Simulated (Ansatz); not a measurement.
Geometry optimisation, RKS PBE0-D4/def2-SVP (Ansatz).

Input:

```yaml
crystal:
  periodic: [false, false, false]
  atoms:
    - { symbol: "N", position_ang: [2.4958, -1.0721, -1.2726] }
    - { symbol: C, position_ang: [1.5817, 0.0475, -0.779] }
    - { symbol: Si, position_ang: [0.329, -0.5749, 0.4889] }
    - { symbol: O, position_ang: [-0.422, -1.8884, -0.0644] }
    - { symbol: Si, position_ang: [-1.1255, 1.1703, 0.9516] }
    - { symbol: "N", position_ang: [-2.5773, 1.0141, 0.0796] }
    - { symbol: H, position_ang: [1.8981, -1.786, -1.6468] }
    - { symbol: H, position_ang: [3.0226, -1.4185, -0.5242] }
    - { symbol: H, position_ang: [2.2182, 0.8534, -0.3059] }
    - { symbol: H, position_ang: [1.0497, 0.4883, -1.6024] }
    - { symbol: H, position_ang: [1.0828, -0.9882, 1.7509] }
    - { symbol: H, position_ang: [-1.1295, -1.7001, -0.7399] }
    - { symbol: H, position_ang: [-1.6004, 1.1995, 2.3709] }
    - { symbol: H, position_ang: [-0.5844, 2.5057, 0.624] }
    - { symbol: H, position_ang: [-2.38296, 0.8854, -0.88659] }
    - { symbol: H, position_ang: [-3.05288, 1.90512, 0.10648] }
basis:
  gaussian: { orbitals: def2-SVP }
hamiltonian:
  xc: pbe0
  dispersion: d4
relax:
  f_tol: 0.015
  max_steps: 40
output:
  orbitals: {}
```

Command:

```bash
$ ansatz run input.yaml --threads 2 --pin off --max-ram 3072MiB --backend cpu --events-out ev --progress --plain --runs-dir out
```

Where does it end, and by what steps?

The forces met the threshold. After 15 steps the energy has fallen by 0.729 eV; H16 moved furthest, 0.96 Å.

| step | energy less start (eV) | largest force component (eV/Å) | accepted |
| --- | --- | --- | --- |
| 0 | 0.0000 | 2.835 | yes |
| 1 | -0.4661 | 1.161 | yes |
| 2 | -0.5546 | 1.129 | yes |
| 3 | -0.6228 | 0.826 | yes |
| 4 | -0.6758 | 0.690 | yes |
| 5 | -0.7073 | 0.422 | yes |
| 6 | -0.7184 | 0.225 | yes |
| 7 | -0.7245 | 0.094 | yes |
| 8 | -0.7240 | 0.255 | no |
| 9 | -0.7270 | 0.052 | yes |
| 10 | -0.7273 | 0.101 | yes |
| 11 | -0.7286 | 0.060 | yes |
| 12 | -0.7290 | 0.027 | yes |
| 13 | -0.7293 | 0.021 | yes |
| 14 | -0.7294 | 0.018 | yes |
| 15 | -0.7294 | 0.012 | yes |

```xyz
16
Properties=species:S:1:pos:R:3
N 2.407 -1.167 -1.341
C 1.792 0.042 -0.793
Si 0.472 -0.367 0.499
O -0.547 -1.524 -0.169
Si -1.131 1.283 1.009
N -2.392 0.777 -0.122
H 1.676 -1.806 -1.654
H 2.913 -1.666 -0.610
H 2.573 0.697 -0.370
H 1.346 0.623 -1.620
H 1.166 -0.942 1.697
H -1.443 -1.152 -0.252
H -1.726 1.114 2.372
H -0.703 2.717 0.880
H -2.246 1.014 -1.101
H -3.353 0.998 0.125
```

The run took 71 s on 2 threads of Arm Neoverse V2, with other jobs on the host, peak memory 0.41 GiB.
